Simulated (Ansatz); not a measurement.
C$_{7}$H$_{7}$O, charge +2, doublet, geometry from GFN2-xTB of the parent state (a state made from the parent by changing its charge; the spin is typed, not shown lowest); Ansatz (an electronic-structure program) with SVWN5/STO-3G.

Ansatz was given this input:
Ansatz 0.2 input:
```yaml
crystal:
  periodic: [false, false, false]
  atoms:
    - {symbol: C, position_ang: [-2.81768532, -0.32396682, -0.28307830]}
    - {symbol: C, position_ang: [-1.33807357, -0.15438107, -0.11596451]}
    - {symbol: C, position_ang: [-0.45240414, -0.50055926, -1.12825950]}
    - {symbol: C, position_ang: [0.91087715, -0.33804004, -0.99052910]}
    - {symbol: C, position_ang: [1.44538695, 0.18809075, 0.19017884]}
    - {symbol: O, position_ang: [2.79470630, 0.33489593, 0.29488929]}
    - {symbol: C, position_ang: [0.54307014, 0.51966633, 1.16818007]}
    - {symbol: C, position_ang: [-0.80371845, 0.37218053, 1.06496024]}
    - {symbol: H, position_ang: [-3.04678168, -1.32160158, -0.65455207]}
    - {symbol: H, position_ang: [-3.20055120, 0.39872599, -1.00414380]}
    - {symbol: H, position_ang: [-3.33746755, -0.17506653, 0.65995238]}
    - {symbol: H, position_ang: [-0.84191564, -0.90944101, -2.04981453]}
    - {symbol: H, position_ang: [1.59798091, -0.60875677, -1.77773074]}
    - {symbol: H, position_ang: [3.00717248, 0.70565301, 1.15923371]}
    - {symbol: H, position_ang: [-1.46080448, 0.65337680, 1.87501403]}
basis:
  gaussian:
    orbitals: STO-3G
hamiltonian:
  xc: {name: SVWN5}
total_charge: 2
magnetization: {spin_polarized: true, initial_magnetization: 1}
```

The log (banner, timings and long lists left out):

```
Functional definition: SVWN5
669 factors; integrals over basis functions are off by at most 4.4e-5 eV
mean field evaluation 1: about -9192.3546 eV, gradient 2.4e1 eV
mean field evaluation 2: about -9149.1815 eV, gradient 7.1e1 eV
mean field evaluation 4: about -9191.9388 eV, gradient 2.4e1 eV
mean field evaluation 8: about -9195.2373 eV, gradient 1.1e1 eV
mean field evaluation 16: about -9196.6134 eV, gradient 3.0e-3 eV
mean field evaluation 32: about -9189.0499 eV, gradient 2.3e1 eV
mean field evaluation 64: about -9196.4357 eV, gradient 1.8e0 eV
mean field evaluation 96: about -9196.5901 eV, gradient 5.5e-1 eV
mean field -9196.61335861 eV, -337.9693072404 hartree, gradient 4.0e-6 eV, S^2 0.807357; 8 other end points of the search recorded, 0 dependent functions left out
reference -9196.61338668 eV, -337.9693082719 hartree; 28, 27 occupied and 19, 20 virtual orbitals, 669 factors
Total energy: -9196.61338668 eV, -337.9693082719 hartree
```
